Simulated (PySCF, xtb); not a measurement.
Te(H)(OSiH3) (H₄OSiTe), SMILES [SiH3]O[TeH].

GFN2-xTB (xtb) at its own geometry gives an orbital gap of 3.24 eV and a dipole moment of 1.66 D.

Coordinates come from a PBE0-D3(BJ)/def2-SVP optimisation. The def2 effective core potentials stand for the cores of Te; spin–orbit coupling is left out.

### Question
What does PySCF with PBE0/def2-TZVPD give? (The exact figures need the calculation; the answer reports its results.)

### Answer
gap 4.28 eV (levels -6.55 and -2.28 eV), dipole 1.27 D.
